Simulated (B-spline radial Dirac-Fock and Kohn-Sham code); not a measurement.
# I⁴⁶⁺: eigenvalues, ΔSCF and the reference

System: the I⁴⁶⁺ ion, 1s2 2s2 2p3.

The density-functional columns are spherical, spin-unpolarised Dirac-Kohn-Sham results without Breit or QED terms: −ε is minus the orbital energy of the initial state and ΔSCF the difference of two total energies. The reference in the last column comes from ΔSCF Dirac-Fock with Breit, self-energy and vacuum polarisation, finite nucleus, configuration average. All numbers are from a radial atomic solver, in eV; a selection of levels is shown. The Kohn-Sham columns are given as differences from the reference. For the 1s level of heavy atoms much of the gap between ΔSCF and the reference is the Breit and QED part, -107.9 eV here; for other levels the error of the functional can be larger.

| level | LDA −ε − DF | LDA ΔSCF − DF | Dirac-Fock |
| --- | --- | --- | --- |
| 1s | -300.0 | +114.8 | 37101.3 |
| 2s | -99.1 | +3.3 | 8560.2 |
| 2p | -112.4 | +6.6 | 8153.5 |

Values without a named source are computed, but for edge energies of neutral atoms, which are taken from tables.
